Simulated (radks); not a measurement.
Al3+, 10 electrons, occupied as [Ne].

Calculated with a radial shooting solver on a logarithmic mesh with Libxc functionals: non-relativistic Kohn-Sham, TPSS, spin-polarised, spherical densities, point nucleus; meta-GGA in the generalised Kohn-Sham scheme.

Energy parts (hartree):
| part | energy |
|---|---|
| total | -240.43013 |
| kinetic | 240.08211 |
| electron-nucleus | -561.27618 |
| Hartree | 98.61760 |
| exchange-correlation | -17.85367 |

Orbitals (lengths in bohr, moments of r in powers of bohr; r(max) is where P^2 peaks):
orbital  occ.  eigenvalue (hartree)   r(max)
1s          2             -56.95070  0.07871
2s          2              -5.27234   0.4956
2p          6              -3.84208   0.4267

The highest occupied level is 2p at -104.55 eV. For comparison, the ionisation energy in NIST's Atomic Spectra Database is 119.99 eV (measured). In exact Kohn-Sham theory the highest level is minus the ionisation energy, but local and semilocal functionals leave it too shallow, through self-interaction and a potential that decays too fast; potentials with the right tail come closer. Summed over all electrons, <r^2> = 3.676 bohr^2, which gives a Langevin (diamagnetic) susceptibility term of -2.91 x 10^-6 cm^3/mol.
